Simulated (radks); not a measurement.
Values are calculated unless marked as measured or tabulated.
Ionisation of the thallium ion Tl2+, [Xe] 4f14 5d10 6s1, to [Xe] 4f14 5d10 as the strength of local exchange is varied. Level of theory: scalar-relativistic Kohn-Sham, Slater X-alpha exchange (alpha = 2/3 is LDA exchange), no correlation, spin-polarised, spherical densities, finite nucleus; open shells are filled with parallel spins first (spin-orbit coupling, left out, can overturn this in heavy ions); Fermi nuclear charge, rms radius 5.4759 fm (a radial shooting solver on a logarithmic mesh with Libxc functionals).

alpha  E(Tl2+) (hartree)  exchange (hartree)  IE (eV)  -e of the level emptied (eV)  <r> of it (bohr)
0.611        -20190.2874           -327.9254   28.922                   24.382 (6s)             2.306
0.667        -20220.5450           -358.5386   29.597                   25.065 (6s)             2.284
0.752        -20266.5617           -405.1834   30.635                   26.118 (6s)             2.252
0.818        -20302.3672           -441.5501   31.451                   26.948 (6s)             2.227
0.86         -20325.1866           -464.7599   31.975                   27.483 (6s)             2.212
0.924        -20360.0100           -500.2281   32.781                   28.307 (6s)             2.189
0.927        -20361.6438           -501.8937   32.819                   28.346 (6s)             2.188
0.992        -20397.0771           -538.0464   33.646                   29.193 (6s)             2.166

NIST Atomic Spectra Database: 29.852 eV (measured). The Delta-SCF value meets it near alpha = 0.69.
